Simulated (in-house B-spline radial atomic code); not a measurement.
A fraction x of an electron is removed from 3d in Fe4+, starting from [Ar] 3d4 and keeping the highest spin. All numbers are computed (scalar-relativistic (X2C) r2SCAN0, spin-polarised, spherical fractional occupations; Fermi nucleus of rms radius 3.7377 fm) with a radial B-spline atomic code at the basis-set limit, not measured.

Caution: exact exchange at fractional occupations of open shells leaves self-interaction of up to several eV.

```csv
x,E(x) - E(0) (eV),3d up level (eV)
0,0.0000,-67.712
0.14,9.6775,-70.544
0.33,23.4503,-74.442
0.5,36.4057,-77.982
0.51,37.1865,-78.192
0.63,46.7211,-80.722
0.84,64.1423,-85.206
0.95,73.6456,-87.584
1,78.0519,-88.671
```

The exact functional would give a straight line between the two integer points. Deviations E(x) - E(0) - x[E(1) - E(0)], in eV: -1.25 at x = 0.14, -2.307 at x = 0.33, -2.62 at x = 0.5, -2.62 at x = 0.51, -2.452 at x = 0.63, -1.421 at x = 0.84, -0.504 at x = 0.95.

The curve lies below the straight line by up to 2.62 eV (at x = 0.5): convex, the delocalisation error, to which spherically averaged exact exchange adds.

How well does Slater's transition state (minus the level at half occupation) give the ionisation energy?

It gives 77.982 eV against 78.052 eV from the two total energies; NIST lists 75.00 eV, ground level to ground level. The end point has an open shell averaged over its orbitals, so its exact exchange keeps a self-interaction and this is no true integer point.
